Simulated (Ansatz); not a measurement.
Reaction (formal exchange of groups at the Si–N bond): `C=N[SiH2]F` + `C#CCS` → `C#C[SiH2]F` + `C=NCS`

Gas-phase electronic energies from Ansatz, PBE0-D4/def2-TZVP geometries. CCSD(T)/CBS is the MP2 limit (def2-TZVPP, def2-QZVPP) plus CCSD(T) − MP2 in def2-TZVPP, frozen cores. This one scheme is used for every species. DFT in def2-TZVPP. B3LYP here is the variant with VWN-RPA as its local correlation; programs differ in this. HSE06 is defined as in plane-wave codes. One conformer a species, not always the lowest.

`C=N[SiH2]F`:

```xyz
8

C    -0.727   -0.878    1.025
N    -0.555   -0.568   -0.181
Si    0.487    0.608   -0.871
F     1.353    1.407    0.218
H    -0.196   -0.406    1.864
H    -1.442   -1.663    1.297
H     1.431   -0.094   -1.766
H    -0.351    1.593   -1.586
```

`C#CCS`:

```xyz
8

C     0.746    0.451    1.903
C     0.273    0.053    0.875
C    -0.292   -0.412   -0.372
S    -0.077    0.875   -1.651
H     1.164    0.801    2.817
H    -1.355   -0.622   -0.244
H     0.211   -1.327   -0.690
H    -0.670    0.181   -2.636
```

`C#C[SiH2]F`:

Cartesian coordinates in Å:
```
C 0.235 1.941 0.190
C 0.092 0.750 0.070
Si -0.143 -1.046 -0.068
F 0.424 -1.541 -1.474
H 0.364 2.995 0.292
H 0.612 -1.733 1.002
H -1.585 -1.367 -0.012
```

`C=NCS`:

Cartesian coordinates in Å:
```
C -1.500 -0.154 -0.475
N -0.320 -0.589 -0.416
C 0.715 0.342 -0.061
S 1.453 -0.060 1.544
H -1.768 0.892 -0.270
H -2.307 -0.836 -0.737
H 1.492 0.314 -0.826
H 0.359 1.377 0.043
H 1.876 -1.286 1.198
```

```json
{"level": "BLYP-D4", "ΔE (kcal/mol)": "8.3", "difference from CCSD(T)/CBS": "0.6"}
{"level": "r2SCAN-D4", "ΔE (kcal/mol)": "8.2", "difference from CCSD(T)/CBS": "0.5"}
{"level": "B3LYP-D4", "ΔE (kcal/mol)": "8.9", "difference from CCSD(T)/CBS": "1.2"}
{"level": "r2SCANh-D4", "ΔE (kcal/mol)": "8.5", "difference from CCSD(T)/CBS": "0.8"}
{"level": "HSE06-D4", "ΔE (kcal/mol)": "8.6", "difference from CCSD(T)/CBS": "0.9"}
{"level": "revPBE", "ΔE (kcal/mol)": "7.7", "difference from CCSD(T)/CBS": "0.0"}
{"level": "HSE06", "ΔE (kcal/mol)": "8.6", "difference from CCSD(T)/CBS": "0.9"}
{"level": "BHLYP", "ΔE (kcal/mol)": "9.5", "difference from CCSD(T)/CBS": "1.8"}
{"level": "SCS-MP2/def2-QZVPP", "ΔE (kcal/mol)": "8.0", "difference from CCSD(T)/CBS": "0.3"}
{"level": "CCSD/CBS(def2)", "ΔE (kcal/mol)": "8.3", "difference from CCSD(T)/CBS": "0.6"}
{"level": "CCSD(T)/CBS", "ΔE (kcal/mol)": "7.7", "difference from CCSD(T)/CBS": "0"}
```

Largest T1 diagnostic among the species: 0.013.

In def2-TZVPP, CCSD(T) changes the Hartree–Fock value by −2.5 kcal/mol (the triples alone add −0.6 kcal/mol) and MP2 by −1.9 kcal/mol. From r2SCAN to r2SCAN0 (25 % exact exchange), in def2-TZVPP and without D4, ΔE moves by +0.8 kcal/mol.
